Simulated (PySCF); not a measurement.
Molecule: Fluorodihydroxyborane, BFH₂O₂.

Mapped SMILES: `[OH:1][B:2]([OH:3])[F:4]`; H(Xn) means a hydrogen on atom n.

Spin–spin couplings on one PBE0-D3(BJ)/def2-SVP geometry, PySCF, gas phase, non-relativistic, equivalent pairs averaged; isotopes ¹⁷O, ¹H, ¹¹B, ¹⁹F; basis pcJ-1.

How do the couplings (Hz) change with the functional? Times are CPU seconds on shared hosts with different chips, so compare them loosely.

Answers


| functional | functions | ¹J(O1,H(O1)) | ¹J(O1,B2) | ¹J(B2,F4) | ²J(O1,O3) | ²J(O1,F4) | ²J(B2,H(O1)) | ³J(O1,H(O3)) | core-s |
| --- | --- | --- | --- | --- | --- | --- | --- | --- | --- |
| HF | 128 | -114.3 | -39.2 | 24.3 | 14.5 | 13.4 | -10.0 | -6.4 | 4.7 |
| LDA | 128 | -73.7 | -14.0 | -159.9 | 16.7 | 45.0 | -2.0 | -6.9 | 4.5 |
| PBE | 128 | -76.2 | -16.4 | -160.6 | 17.1 | 41.6 | -2.1 | -7.8 | 6.5 |
| KT2 | 128 | -77.3 | -8.7 | -192.9 | 15.3 | 45.1 | -3.5 | -8.2 | 6.7 |
| B3LYP | 128 | -86.3 | -21.2 | -120.6 | 16.8 | 36.5 | -3.3 | -7.7 | 6.8 |
| PBE0 | 128 | -82.7 | -20.8 | -116.8 | 15.8 | 34.7 | -3.5 | -7.2 | 6.4 |
| B97-2 | 128 | -82.6 | -21.8 | -117.1 | 15.5 | 35.3 | -3.8 | -6.9 | 6.4 |
| BHandHLYP | 128 | -96.8 | -27.6 | -66.9 | 15.9 | 28.0 | -5.2 | -7.3 | 6.5 |
| CAM-B3LYP | 128 | -87.1 | -22.3 | -107.6 | 17.0 | 35.8 | -3.4 | -7.6 | 8 |
